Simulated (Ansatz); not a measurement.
Species: [In(F)3(NH3)] (charge 0, multiplicity 1), formula H3F3InN.

**Question.** How many basis functions does frozen-core CCSD(T)/def2-TZVPP // PBE0-D4/def2-SVP (Ansatz, a quantum-chemistry and plane-wave program) use, how many core orbitals are frozen, and how many electrons are correlated?

**Answer.** 216 basis functions and 8 frozen orbitals, which leaves 42 correlated electrons (filled d shells below the valence shell are correlated). Core time is of the order of minutes.
